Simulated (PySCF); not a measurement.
Energy of V⁻ (vanadium, charge -1) between two integer charges

The 3d alpha orbital of [Ar] 3d4 4s2 is emptied in steps (occupation f), with all orbitals relaxed, ending at [Ar] 3d3 4s2. Computed with PySCF 2.14 in def2-TZVPPD (6s6p4d2f1g, 67 functions), with no relativity, point nucleus. The exact energy is a straight line in f; departures are measured from the line between the end points of the same method.

```
  f  B3LYP (eV)
  1       0.000
0.8      -0.411
0.6      -0.634
0.4      -0.650
0.2      -0.445
  0       0.000
```

```
method  E(f=0) − E(f=1) (eV)  −ε at f=1 (eV)  −ε at f=0.4 (eV)
 B3LYP                 0.714          -1.789             1.173
```

Orbital energy along the path (eV):

```json
{"f": "1", "B3LYP": "1.789"}
{"f": "0.8", "B3LYP": "0.883"}
{"f": "0.6", "B3LYP": "-0.104"}
{"f": "0.4", "B3LYP": "-1.173"}
{"f": "0.2", "B3LYP": "-2.324"}
{"f": "0", "B3LYP": "-3.565"}
```

At f = 1 the orbital energy is positive for B3LYP: only the finite basis holds the electron.

Reference removal energy between the ground levels: 0.528 eV (measured; photodetachment measurements, as compiled on the Wikipedia data page of electron affinities). The calculation has no spin-orbit coupling. The determinant left behind need not be the lowest term of the ion.
